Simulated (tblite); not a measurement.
Compound: C7H6FNO (charge -1 and doublet state).
SMILES with atom numbers: `[CH2:1]=[CH:2]/[C:3](=[CH:4]\[C:5]=[N-:6])[O:7]/[CH:8]=[CH:9]/[F:10]` (hydrogens: H11, H12 on C1; H13 on C2; H14 on C4; H15 on C8; H16 on C9)
Bond orders are those of one Lewis drawing.

Computed with GFN2-xTB (tblite), gas phase: L-BFGS steps from a force-field or distance-geometry start until the largest atomic force falls under 0.01 eV/Å.

Step 48: E = -812.3469 eV
```
atom  x, y, z in Å  |  force x, y, z in eV/Å
C1     -1.8253   -1.7826    0.1397    0.004  -0.010   0.018
C2     -1.4697   -0.5816   -0.3968   -0.027  -0.011  -0.008
C3     -0.5271    0.3281    0.0991   -0.026  -0.010  -0.006
C4     -0.1541    1.5233   -0.5387    0.001   0.005  -0.002
C5     -0.6485    1.9376   -1.7434    0.006   0.012  -0.029
N6     -1.0416    2.3304   -2.7707    0.010   0.006   0.012
O7      0.0509    0.0502    1.3668   -0.015  -0.014  -0.001
C8      1.3681   -0.1344    1.4422   -0.012  -0.022  -0.008
C9      2.2445   -0.2243    0.4443   -0.007   0.017   0.015
F10     3.5710   -0.4127    0.7379    0.019   0.001  -0.021
H11    -1.3757   -2.1560    1.0439    0.005   0.014   0.028
H12    -2.5755   -2.4016   -0.3241    0.015   0.001   0.004
H13    -1.9450   -0.2630   -1.3171   -0.007  -0.002  -0.026
H14     0.5617    2.1745   -0.0528    0.021   0.010   0.018
H15     1.7088   -0.2135    2.4693    0.005  -0.003   0.006
H16     2.0500   -0.1656   -0.6111    0.007   0.006  -0.001
```

Step 49: E = -812.3471 eV
```
atom  x, y, z in Å  |  force x, y, z in eV/Å
C1     -1.8245   -1.7824    0.1411    0.002  -0.011   0.018
C2     -1.4700   -0.5812   -0.3969   -0.028  -0.024  -0.003
C3     -0.5282    0.3294    0.0994   -0.028  -0.022  -0.007
C4     -0.1541    1.5233   -0.5392   -0.004   0.006  -0.007
C5     -0.6483    1.9367   -1.7439    0.003   0.026  -0.044
N6     -1.0405    2.3304   -2.7714    0.010   0.003   0.014
O7      0.0503    0.0527    1.3670   -0.015  -0.027   0.001
C8      1.3669   -0.1366    1.4415   -0.009  -0.013  -0.014
C9      2.2444   -0.2209    0.4441   -0.011   0.005   0.016
F10     3.5702   -0.4157    0.7370    0.018   0.003  -0.014
H11    -1.3749   -2.1539    1.0469   -0.005   0.022   0.009
H12    -2.5741   -2.4035   -0.3221    0.029   0.013   0.011
H13    -1.9443   -0.2638   -1.3187   -0.002  -0.008  -0.012
H14     0.5620    2.1739   -0.0538    0.030   0.019   0.024
H15     1.7060   -0.2212    2.4685    0.011  -0.003   0.013
H16     2.0515   -0.1585   -0.6112    0.001   0.010  -0.004
```

Step 50: E = -812.3475 eV
```
atom  x, y, z in Å  |  force x, y, z in eV/Å
C1     -1.8235   -1.7824    0.1432   -0.001  -0.003   0.013
C2     -1.4711   -0.5813   -0.3971   -0.020  -0.027   0.003
C3     -0.5306    0.3307    0.0998   -0.021  -0.024  -0.010
C4     -0.1539    1.5234   -0.5394   -0.007   0.007  -0.009
C5     -0.6472    1.9364   -1.7447    0.003   0.033  -0.043
N6     -1.0388    2.3311   -2.7719    0.009   0.001   0.009
O7      0.0488    0.0549    1.3672   -0.013  -0.041  -0.004
C8      1.3648   -0.1395    1.4404   -0.004   0.003  -0.014
C9      2.2438   -0.2169    0.4436   -0.010  -0.010   0.011
F10     3.5690   -0.4179    0.7360    0.011   0.005  -0.005
H11    -1.3738   -2.1506    1.0509   -0.015   0.027  -0.008
H12    -2.5720   -2.4057   -0.3195    0.037   0.016   0.018
H13    -1.9435   -0.2656   -1.3210    0.000  -0.015   0.006
H14     0.5633    2.1728   -0.0542    0.026   0.019   0.022
H15     1.7033   -0.2293    2.4671    0.013  -0.005   0.013
H16     2.0537   -0.1513   -0.6121   -0.009   0.014  -0.002
```

Step 51: E = -812.3478 eV
```
atom  x, y, z in Å  |  force x, y, z in eV/Å
C1     -1.8228   -1.7826    0.1454   -0.002   0.006   0.007
C2     -1.4726   -0.5820   -0.3974   -0.005  -0.015   0.004
C3     -0.5334    0.3314    0.1000   -0.004  -0.015  -0.014
C4     -0.1537    1.5233   -0.5394   -0.007   0.006  -0.007
C5     -0.6452    1.9372   -1.7452    0.005   0.030  -0.024
N6     -1.0367    2.3331   -2.7719    0.008   0.003   0.000
O7      0.0467    0.0552    1.3674   -0.010  -0.048  -0.015
C8      1.3626   -0.1420    1.4389    0.000   0.018  -0.008
C9      2.2428   -0.2138    0.4427   -0.005  -0.023   0.003
F10     3.5678   -0.4181    0.7349    0.005   0.007   0.005
H11    -1.3732   -2.1472    1.0546   -0.019   0.026  -0.012
H12    -2.5699   -2.4077   -0.3169    0.032   0.007   0.018
H13    -1.9428   -0.2682   -1.3234   -0.001  -0.021   0.019
H14     0.5654    2.1711   -0.0534    0.011   0.008   0.012
H15     1.7016   -0.2340    2.4654    0.011  -0.007   0.010
H16     2.0558   -0.1470   -0.6134   -0.021   0.019   0.000
```

Task: Estimate the geometry and energy of step 52. (The exact step hangs on the optimiser's Hessian estimate; all steps are aligned on step 51, rigid shifts and turns removed.)

Result: E = -812.3480 eV, largest force 0.051 eV/Å
```
atom  x, y, z in Å  |  force x, y, z in eV/Å
C1     -1.8225   -1.7828    0.1471   -0.002   0.015   0.003
C2     -1.4740   -0.5828   -0.3976    0.010   0.001   0.002
C3     -0.5358    0.3316    0.1000    0.014  -0.001  -0.016
C4     -0.1536    1.5234   -0.5393   -0.003   0.005  -0.001
C5     -0.6433    1.9385   -1.7457    0.008   0.021   0.002
N6     -1.0348    2.3351   -2.7720    0.008   0.005  -0.008
O7      0.0449    0.0541    1.3673   -0.003  -0.045  -0.024
C8      1.3608   -0.1436    1.4377    0.004   0.025   0.004
C9      2.2418   -0.2121    0.4420    0.002  -0.030  -0.007
F10     3.5669   -0.4175    0.7342   -0.003   0.009   0.010
H11    -1.3730   -2.1440    1.0573   -0.016   0.019  -0.002
H12    -2.5678   -2.4091   -0.3147    0.018  -0.008   0.013
H13    -1.9424   -0.2707   -1.3250   -0.006  -0.021   0.019
H14     0.5673    2.1698   -0.0523   -0.008  -0.006   0.000
H15     1.7008   -0.2367    2.4642    0.004  -0.008   0.001
H16     2.0571   -0.1443   -0.6146   -0.028   0.020   0.005
```

The energy changes by -0.0003 eV. The first-order estimate −F·Δx gives -0.0003 eV and the mean of the old and new forces, exact on a quadratic surface, -0.0002 eV. The step makes an angle of 72° with the force vector and moves no atom by more than 0.004 Å.

What follows is the cost of the whole relaxation. The run took 0.49 s of wall time on an Arm Neoverse V1 with one thread, no GPU (shared host).
